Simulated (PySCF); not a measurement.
ZrF2I2, SMILES [F][Zr]([F])([I])[I], multiplicity 1.

Geometry: B3LYP-D3(BJ)/def2-SVP. The multiplicity is an assumed one; no other spin state was optimised. The structure was generated by enumeration; whether it is a known compound was not checked. The def2 effective core potentials stand for the cores of I, Zr; spin–orbit coupling is left out.

Level of theory: ωB97X/def2-TZVP (PySCF).

Q: Estimate the frontier levels, gap, dipole moment and polarisability. (Estimate from the structure and the level; the computed values follow.)

A: 
highest occupied level: -10.20 eV
lowest empty level: -0.78 eV
orbital gap: 9.42 eV
dipole moment: 0.25 D
quadrupole, principal values (traceless, Buckingham form, about the centre of nuclear charge): -3.37, -0.03, 3.41 D·Å
mean static polarisability: 104.2 bohr³ (15.45 Å³)
polarisability, principal values: 80.0, 95.3, 137.5 bohr³
